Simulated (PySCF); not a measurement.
How the method changes the constants of AlGa⁺

State: ²Σ⁺ (doublet), unpaired electrons σ ↑. Set-up: PySCF, no relativity, basis sets Al 6-31G(d,p), Ga 6-31G(d,p). De refers to Al⁺ + Ga in their high-spin ground configurations, without counterpoise correction. The functionals are run spin-unrestricted. A positive dipole points towards Ga; it is taken about the centre of mass and depends on that origin.

```json
{"Level": "ROHF", "Re (Å)": "3.311", "ωe (cm⁻¹)": "124", "De (eV)": "1.07", "μ (D)": "-3.40"}
{"Level": "ROHF-MP2", "Re (Å)": "3.153", "ωe (cm⁻¹)": "151", "De (eV)": "1.24", "μ (D)": "n/a"}
{"Level": "ROHF-SCS-MP2", "Re (Å)": "3.170", "ωe (cm⁻¹)": "149", "De (eV)": "1.22", "μ (D)": "n/a"}
{"Level": "ROHF-CCSD", "Re (Å)": "3.156", "ωe (cm⁻¹)": "151", "De (eV)": "1.23", "μ (D)": "n/a"}
{"Level": "ROHF-CCSD(T)", "Re (Å)": "3.142", "ωe (cm⁻¹)": "154", "De (eV)": "1.26", "μ (D)": "n/a"}
{"Level": "PBE", "Re (Å)": "3.253", "ωe (cm⁻¹)": "127", "De (eV)": "1.67", "μ (D)": "-3.48"}
{"Level": "PBEsol", "Re (Å)": "3.205", "ωe (cm⁻¹)": "134", "De (eV)": "1.72", "μ (D)": "-3.52"}
{"Level": "r²SCAN", "Re (Å)": "3.215", "ωe (cm⁻¹)": "133", "De (eV)": "1.62", "μ (D)": "-3.57"}
{"Level": "PBE0", "Re (Å)": "3.195", "ωe (cm⁻¹)": "141", "De (eV)": "1.61", "μ (D)": "-3.42"}
{"Level": "M06", "Re (Å)": "3.214", "ωe (cm⁻¹)": "132", "De (eV)": "1.61", "μ (D)": "-3.50"}
{"Level": "MN15", "Re (Å)": "3.313", "ωe (cm⁻¹)": "103", "De (eV)": "1.31", "μ (D)": "-4.31"}
```

The bond length runs from 3.142 Å (ROHF-CCSD(T)) to 3.313 Å (MN15). De spans 1.07 eV (ROHF, mean field) to 1.72 eV (PBEsol, GGA). Correlation at CCSD(T) changes the Hartree–Fock bond energy by +0.19 eV; the triples alone change it by +0.03 eV.

Correlated steps freeze 14 core orbitals. Correlated levels converge slowly with the basis: in double zeta they bind strong bonds too weakly, by up to about 1 eV, and carry superposition errors of some tenths. Spin–orbit coupling is left out. For an ion De counts to the pair picked by the measured ionisation energies or electron affinities, which need not be the lowest pair at this level. The state was picked by a PBE0 search and need not be the measured ground state.

The whole job (state search and all levels along the bond) took about 1.3 min on 1 thread of AMD EPYC 9R14 (shared host), peak memory 0.6 GiB.
